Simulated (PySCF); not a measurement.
Compound: CH10O2SSi3.
Z-matrix (Å and degrees, PBE0-D3(BJ)/def2-SVP geometry), rows numbered from 1:
```
C 
S   1  1.7877
O   2  1.4755  1  106.75
O   2  1.4713  1  107.50  3  -129.56
Si  2  2.2328  1  110.84  3   114.61
Si  5  2.3400  2   97.62  1   176.95
Si  6  2.3515  5  110.50  2    39.43
H   1  1.0997  2  104.64  3    64.67
H   1  1.0974  2  109.32  3   -53.68
H   1  1.0974  2  109.31  3  -176.94
H   5  1.4921  2  106.67  1   -63.51
H   5  1.4924  2  107.73  1    55.11
H   6  1.4979  5  106.64  2   159.72
H   6  1.4932  5  107.54  2   -83.77
H   7  1.4896  6  109.98  5    52.77
H   7  1.4990  6  105.28  5   169.43
H   7  1.4861  6  110.67  5   -72.60
```

Level of theory: PBE0-D3(BJ)/def2-SVP geometry optimisation, gas phase (PySCF 2.14.0).

Take the most abundant isotopes and a rigid rotor. The values belong to one conformer with, in the numbering `[CH3:1][S:2](=[O:3])(=[O:4])[SiH2:5][SiH2:6][SiH3:7]`, C1–S2–Si5–Si6 177°, S2–Si5–Si6–Si7 39°.

**Question.** What are A, B and C (MHz)?

**Answer.** Ia = 276.10, Ib = 589.13, Ic = 722.19 u·Å²; 505379 MHz·u·Å²/I gives A = 1830, B = 857.8, C = 699.8 MHz.

**Question.** What kind of rotor is it?

**Answer.** An asymmetric top: κ = (2 × 857.8 − 1830 − 699.8)/(1830 − 699.8) = -0.72.

**Question.** Is it planar, by Δ = Ic − Ia − Ib?

**Answer.** Not planar: Δ = Ic − Ia − Ib = -143.05 u·Å². For a rigid frame Δ = −2 Σ m c², so Σ m c² = 71.52 u·Å² lies off the ab plane: 12.33 from hydrogen and 59.19 from heavier atoms. The atom farthest from that plane is 1.94 Å away.

**Question.** Give the other two planar moments, Paa and Pbb, and the rms extents of the mass along the axes.

**Answer.** Paa = Σ m a² = (Ib + Ic − Ia)/2 = 517.61 and Pbb = Σ m b² = (Ia + Ic − Ib)/2 = 204.58 u·Å². With the mass M = 169.97 u, the rms extents √(P/M) along a, b and c are 1.75, 1.10, 0.65 Å.

**Question.** Where do the levels up to J = 5 lie, in K?

**Answer.** Above 0(0,0), as E/k:
J = 1: 1(0,1) 0.075, 1(1,1) 0.121, 1(1,0) 0.129
J = 2: 2(0,2) 0.223, 2(1,2) 0.263, 2(1,1) 0.286, 2(2,1) 0.426, 2(2,0) 0.427
J = 3: 3(0,3) 0.444, 3(1,3) 0.476, 3(1,2) 0.521, 3(2,2) 0.650, 3(2,1) 0.655, 3(3,1) 0.903, 3(3,0) 0.903
J = 4: 4(0,4) 0.735, 4(1,4) 0.758, 4(1,3) 0.833, 4(2,3) 0.949, 4(2,2) 0.961, 4(3,2) 1.204, 4(3,1) 1.204, 4(4,1) 1.556, 4(4,0) 1.556
J = 5: 5(0,5) 1.095, 5(1,5) 1.110, 5(1,4) 1.222, 5(2,4) 1.321, 5(2,3) 1.347, 5(3,3) 1.580, 5(3,2) 1.582, 5(4,2) 1.931, 5(4,1) 1.931, 5(5,1) 2.384, 5(5,0) 2.384
The levels of one J sum to (2J + 1)J(J + 1)(A + B + C)/3.

**Question.** Predict some low-J microwave lines.

**Answer.** The dipole components are |μa| = 1.92 D, |μb| = 2.86 D, |μc| = 1.58 D. Intensities carry the squares of the components, which stand as 0.45 : 1.00 : 0.31 (a : b : c). Some of the stronger lines:

| type | branch | J(Ka,Kc) | MHz | lower level (cm⁻¹) |
| --- | --- | --- | --- | --- |
| b | Q | 3(1,2) ← 3(0,3) | 1601 | 0.309 |
| a | Q | 5(1,4) ← 5(1,5) | 2336 | 0.771 |
| c | Q | 4(3,2) ← 4(2,2) | 5062 | 0.668 |
| b | Q | 3(3,1) ← 3(2,2) | 5268 | 0.452 |
| b | R | 2(2,1) ← 1(1,0) | 6191 | 0.090 |
| c | R | 2(2,0) ← 1(1,0) | 6209 | 0.090 |
| c | R | 3(2,1) ← 2(1,1) | 7678 | 0.199 |
| b | R | 3(2,1) ← 2(1,2) | 8152 | 0.183 |
| b | R | 4(3,1) ← 3(2,2) | 11540 | 0.452 |
| b | R | 5(5,0) ← 4(4,1) | 17255 | 1.081 |

**Question.** Estimate the classical rotational partition function at 50 K, 298.15 K and 500 K.

**Answer.** Point group C1, symmetry number σ = 1; q = (√π/σ)·√((kT/h)³/(ABC)), k/h = 20836.6 MHz/K: 56900 at 50 K, 828000 at 298.15 K, 1800000 at 500 K.

Not checked by PBE0-D3(BJ)/def2-SVP frequencies. Zero-point vibration and centrifugal distortion are left out. A rigid rotor knows nothing of internal rotation, which can split or shift real lines.
